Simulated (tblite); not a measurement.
Species: C4H10ClPSi2.
Atom-mapped SMILES: `[CH3:1][CH2:2][C:3]#[C:4][Si@@H:5]([Cl:6])[PH:7][SiH3:8]` (hydrogens: H9, H10, H11 on C1; H12, H13 on C2; H14 on Si5; H15 on P7; H16, H17, H18 on Si8)

Computed with GFN2-xTB (tblite), gas phase: L-BFGS steps from a force-field or distance-geometry start until the largest atomic force falls under 0.01 eV/Å.

Step 4: E = -657.9273 eV
```
atom  x, y, z in Å  |  force x, y, z in eV/Å
C1     -2.8101    0.0778   -1.3892   -0.004   0.001  -0.003
C2     -2.6789    0.8657   -0.0826    0.039  -0.037   0.009
C3     -1.3444    0.7438    0.4850   -0.289   0.054  -0.079
C4     -0.2310    0.6403    0.9378    0.316   0.013   0.106
Si5     1.4673    0.4619    1.6683   -0.088  -0.098  -0.001
Cl6     1.3865    0.6282    3.6798   -0.050   0.048   0.028
P7      2.2612   -1.5874    1.1841   -0.172   0.002  -0.100
Si8     2.6499   -1.0791   -0.9552    0.076  -0.040   0.092
H9     -3.8163    0.1855   -1.7915    0.031   0.015   0.030
H10    -2.1017    0.4430   -2.1289    0.020  -0.003   0.001
H11    -2.6196   -0.9796   -1.2200    0.027   0.012   0.013
H12    -3.4195    0.4985    0.6358    0.125  -0.034   0.056
H13    -2.9065    1.9218   -0.2653    0.136  -0.021   0.015
H14     2.3921    1.4895    1.1687   -0.166   0.091   0.041
H15     3.5474   -1.3653    1.6533   -0.087   0.074  -0.082
H16     3.3930   -2.1908   -1.5303    0.068  -0.074  -0.064
H17     1.3713   -0.8949   -1.6405    0.032   0.010   0.062
H18     3.4506    0.1477   -1.0276   -0.013  -0.011  -0.124
```

Step 5: E = -657.9354 eV
```
atom  x, y, z in Å  |  force x, y, z in eV/Å
C1     -2.8093    0.0785   -1.3888   -0.012  -0.030  -0.025
C2     -2.6753    0.8636   -0.0825    0.001  -0.023   0.030
C3     -1.3451    0.7464    0.4885   -0.191   0.007  -0.092
C4     -0.2298    0.6424    0.9363    0.226   0.022   0.089
Si5     1.4608    0.4646    1.6711    0.014  -0.235  -0.034
Cl6     1.3838    0.6307    3.6789   -0.054   0.047   0.083
P7      2.2552   -1.5946    1.1826   -0.199   0.141  -0.143
Si8     2.6547   -1.0822   -0.9581    0.058  -0.033   0.201
H9     -3.8168    0.1864   -1.7908    0.071   0.012   0.048
H10    -2.1003    0.4426   -2.1286    0.013   0.001   0.001
H11    -2.6178   -0.9787   -1.2189    0.018   0.003   0.002
H12    -3.4115    0.4964    0.6393    0.077  -0.032   0.050
H13    -2.8974    1.9187   -0.2642    0.080   0.047   0.005
H14     2.3802    1.4932    1.1722   -0.123   0.110   0.021
H15     3.5386   -1.3610    1.6468   -0.042   0.059  -0.050
H16     3.3951   -2.1925   -1.5324    0.096  -0.111  -0.084
H17     1.3769   -0.8947   -1.6343   -0.043   0.012   0.007
H18     3.4492    0.1466   -1.0352    0.011   0.004  -0.109
```

Step 6: E = -657.9438 eV
```
atom  x, y, z in Å  |  force x, y, z in eV/Å
C1     -2.8081    0.0787   -1.3887   -0.001  -0.045  -0.023
C2     -2.6713    0.8610   -0.0822   -0.027   0.008   0.042
C3     -1.3457    0.7491    0.4922   -0.027  -0.051  -0.084
C4     -0.2279    0.6455    0.9347    0.073   0.028   0.050
Si5     1.4541    0.4634    1.6738    0.111  -0.271  -0.039
Cl6     1.3797    0.6345    3.6795   -0.055   0.036   0.113
P7      2.2448   -1.6003    1.1783   -0.157   0.217  -0.125
Si8     2.6612   -1.0864   -0.9580    0.028  -0.032   0.194
H9     -3.8164    0.1878   -1.7894    0.087   0.008   0.054
H10    -2.0986    0.4423   -2.1283    0.006   0.005  -0.001
H11    -2.6154   -0.9776   -1.2177    0.009  -0.018  -0.011
H12    -3.4012    0.4934    0.6444    0.015  -0.026   0.038
H13    -2.8856    1.9160   -0.2629    0.011   0.098  -0.003
H14     2.3644    1.4994    1.1766   -0.087   0.105   0.009
H15     3.5274   -1.3551    1.6384   -0.036   0.030  -0.023
H16     3.3993   -2.1965   -1.5362    0.095  -0.109  -0.074
H17     1.3825   -0.8942   -1.6270   -0.081   0.006  -0.031
H18     3.4478    0.1454   -1.0459    0.035   0.011  -0.086
```

Step 7: E = -657.9511 eV
```
atom  x, y, z in Å  |  force x, y, z in eV/Å
C1     -2.8064    0.0784   -1.3885    0.021  -0.036   0.003
C2     -2.6677    0.8588   -0.0814   -0.035   0.042   0.039
C3     -1.3455    0.7506    0.4947    0.110  -0.095  -0.072
C4     -0.2257    0.6492    0.9336   -0.042   0.020   0.022
Si5     1.4495    0.4579    1.6760    0.150  -0.179  -0.012
Cl6     1.3747    0.6388    3.6820   -0.051   0.016   0.100
P7      2.2322   -1.6022    1.1723   -0.067   0.194  -0.055
Si8     2.6680   -1.0913   -0.9552   -0.004  -0.026   0.065
H9     -3.8147    0.1892   -1.7870    0.073   0.002   0.045
H10    -2.0968    0.4420   -2.1281    0.004   0.007  -0.002
H11    -2.6129   -0.9771   -1.2167    0.003  -0.040  -0.020
H12    -3.3909    0.4899    0.6502   -0.040  -0.010   0.018
H13    -2.8739    1.9150   -0.2616   -0.051   0.108  -0.003
H14     2.3470    1.5073    1.1813   -0.063   0.076   0.009
H15     3.5154   -1.3488    1.6296   -0.053  -0.005   0.000
H16     3.4050   -2.2021   -1.5411    0.065  -0.065  -0.034
H17     1.3868   -0.8937   -1.6204   -0.069  -0.008  -0.043
H18     3.4472    0.1443   -1.0580    0.049   0.000  -0.060
```

**Question.** Estimate the geometry and energy of step 8. (The exact step hangs on the optimiser's Hessian estimate; all steps are aligned on step 7, rigid shifts and turns removed.)

**Answer.** E = -657.9551 eV, largest force 0.176 eV/Å
```
atom  x, y, z in Å  |  force x, y, z in eV/Å
C1     -2.8049    0.0777   -1.3882    0.033  -0.014   0.028
C2     -2.6664    0.8586   -0.0805   -0.014   0.049   0.026
C3     -1.3441    0.7496    0.4944    0.134  -0.096  -0.062
C4     -0.2244    0.6514    0.9339   -0.050   0.001   0.023
Si5     1.4496    0.4518    1.6769    0.101  -0.028   0.026
Cl6     1.3710    0.6414    3.6852   -0.043  -0.003   0.058
P7      2.2243   -1.5997    1.1681    0.002   0.095   0.001
Si8     2.6716   -1.0945   -0.9527   -0.017  -0.011  -0.072
H9     -3.8126    0.1901   -1.7850    0.044  -0.003   0.028
H10    -2.0958    0.4419   -2.1279    0.005   0.005   0.003
H11    -2.6115   -0.9776   -1.2166    0.003  -0.042  -0.019
H12    -3.3862    0.4878    0.6538   -0.054   0.009  -0.001
H13    -2.8685    1.9164   -0.2610   -0.072   0.074   0.005
H14     2.3364    1.5130    1.1840   -0.054   0.048   0.015
H15     3.5079   -1.3455    1.6249   -0.058  -0.024   0.014
H16     3.4092   -2.2063   -1.5444    0.030  -0.019   0.005
H17     1.3880   -0.8936   -1.6175   -0.034  -0.021  -0.034
H18     3.4477    0.1437   -1.0657    0.045  -0.021  -0.043
```

The energy changes by -0.0040 eV. The first-order estimate −F·Δx gives -0.0059 eV and the mean of the old and new forces, exact on a quadratic surface, -0.0040 eV. The step makes an angle of 60° with the force vector and moves no atom by more than 0.012 Å.

The cost below is that of the whole relaxation. Time: 1.0 s wall. Hardware: one thread of an Arm Neoverse N1, shared host with 64 logical CPUs at a one-minute load of 61.
